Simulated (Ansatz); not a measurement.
def2 core potentials replace the inner electrons of Sn.

Species: CH$_{3}$F$_{3}$O$_{3}$Sn, SMILES `[OH][Sn]([OH])([OH])[C](F)(F)F` with one electron added (charge -1, multiplicity 2).

### Question
Give a relaxed geometry from PBE0-D3(BJ)/def2-SVP (Ansatz, a quantum-chemistry and plane-wave program).

### Answer
Several could match; the one computed here: the end point of this relaxation, one of several conformers (outside a Z-matrix the atoms follow the SMILES, hydrogens last).
Bonds (Å): O1–Sn2 2.092, O1–H9 0.969, Sn2–O3 2.047, Sn2–O4 2.035, Sn2–C5 2.381, O3–H10 0.964, O4–H11 0.967, C5–F6 1.357, C5–F7 1.348, C5–F8 1.366. Angles (°): Sn2–O1–H9 98.5, O1–Sn2–O3 86.8, O1–Sn2–O4 91.1, O1–Sn2–C5 174.5, O3–Sn2–O4 105.9, O3–Sn2–C5 87.9, O4–Sn2–C5 91.4, Sn2–O3–H10 107.1, Sn2–O4–H11 99.9, Sn2–C5–F6 112.2, Sn2–C5–F7 115.8, Sn2–C5–F8 112.3, F6–C5–F7 105.4, F6–C5–F8 104.7, F7–C5–F8 105.5.
